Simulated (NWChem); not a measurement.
System: CH₅BClNO; SMILES ClB(N)OC

```xyz
10

B      0.1857    -0.0939     0.0000
Cl    -0.3858    -1.7806     0.0000
O     -0.7692     0.8693     0.0000
C     -0.4357     2.2280     0.0000
H      0.1463     2.5092    -0.8967
H     -1.3645     2.8159     0.0000
H      0.1463     2.5092     0.8967
N      1.5664     0.1530     0.0000
H      2.2401    -0.5990     0.0000
H      1.9722     1.0782     0.0000
```
Atoms are numbered in this order, from 1.

Coordinates come from a PBE0/def2-SVP optimisation.

 Unshifted, non-relativistic core excitations; the lowest 4 roots alone, so stronger bands may lie above.

Question: List the first N K-edge excitations from B3LYP/6-311G** (spherical d), restricted-window TDA (NWChem).

Answer: 
```json
[
 {"state": "S1", "energy (eV)": "388.7", "dipole oscillator strength": "0.0059", "leading excitation (squared amplitude)": "1s of atom 8 or its equivalents → LUMO (0.95)"},
 {"state": "S2", "energy (eV)": "388.9", "dipole oscillator strength": "0.0185", "leading excitation (squared amplitude)": "1s of atom 8 or its equivalents → LUMO+1 (0.99)"},
 {"state": "S3", "energy (eV)": "389.7", "dipole oscillator strength": "0.0212", "leading excitation (squared amplitude)": "1s of atom 8 or its equivalents → LUMO+2 (0.47)"},
 {"state": "S4", "energy (eV)": "390.4", "dipole oscillator strength": "0.0018", "leading excitation (squared amplitude)": "1s of atom 8 or its equivalents → LUMO+2 (0.49)"}
]
```
